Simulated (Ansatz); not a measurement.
Bond stretch in AlH, singlet.

Methods: RKS-PBE = Ansatz (a first-principles code) with restricted PBE/aug-cc-pVTZ; UKS-PBE = unrestricted PBE/aug-cc-pVTZ run with Ansatz; UKS-B3LYP = unrestricted B3LYP/aug-cc-pVTZ run with Ansatz; FCI = full CI/aug-cc-pVTZ, frozen core run with Ansatz.

Energies relative to the lowest point of each curve near equilibrium, in eV; the last columns give the error against full CI:

```csv
R / Å,RKS-PBE,UKS-PBE,UKS-B3LYP,FCI,RKS-PBE − FCI,UKS-PBE − FCI,UKS-B3LYP − FCI
1.23,1.812,1.812,1.740,1.747,0.066,0.066,-0.007
1.34,0.866,0.866,0.810,0.806,0.060,0.060,0.004
1.41,0.491,0.491,0.447,0.440,0.051,0.051,0.006
1.51,0.169,0.169,0.142,0.136,0.033,0.033,0.006
1.56,0.079,0.079,0.061,0.056,0.023,0.023,0.005
1.60,0.033,0.033,0.022,0.019,0.014,0.014,0.003
1.66,0.001,0.001,0.000,0.000,0.001,0.001,0.000
1.70,0.000,0.000,0.005,0.008,-0.008,-0.008,-0.002
1.79,0.043,0.043,0.063,0.071,-0.028,-0.028,-0.008
1.85,0.099,0.099,0.128,0.140,-0.041,-0.041,-0.012
1.91,0.171,0.171,0.209,0.225,-0.054,-0.054,-0.016
2.05,0.382,0.382,0.438,0.463,-0.081,-0.081,-0.025
2.25,0.736,0.736,0.815,0.848,-0.112,-0.112,-0.033
2.51,1.214,1.214,1.316,1.349,-0.134,-0.134,-0.032
2.74,1.613,1.613,1.733,1.751,-0.138,-0.138,-0.019
2.98,1.987,1.987,2.119,2.113,-0.127,-0.127,0.006
3.33,2.446,2.405,2.503,2.524,-0.078,-0.119,-0.021
3.71,2.834,2.665,2.753,2.818,0.016,-0.153,-0.065
4.07,3.111,2.810,2.900,2.977,0.134,-0.167,-0.077
4.41,3.308,2.895,2.990,3.057,0.251,-0.162,-0.067
5.04,3.552,2.975,3.084,3.115,0.437,-0.140,-0.031
5.77,3.710,2.986,3.130,3.132,0.578,-0.146,-0.002
6.61,3.803,2.988,3.143,3.136,0.668,-0.148,0.007
```

RKS-PBE is furthest from FCI at 6.61 (0.668 eV, above); its mean absolute error over the points is 0.136 eV.

UKS-PBE is furthest from FCI at 4.07 (-0.167 eV, below); its mean absolute error over the points is 0.087 eV.

UKS-B3LYP is furthest from FCI at 4.07 (-0.077 eV, below); its mean absolute error over the points is 0.020 eV.

The restricted form behind RKS-PBE keeps the bonding electrons paired and can't separate into open-shell fragments. The unrestricted determinant behind UKS-PBE is spin-contaminated at 3.33 to 6.61 Å (<S²> up to 1.0, against 0.00 for a pure singlet). The unrestricted determinant behind UKS-B3LYP is spin-contaminated at 2.98 to 6.61 Å (<S²> up to 1.0, against 0.00 for a pure singlet).
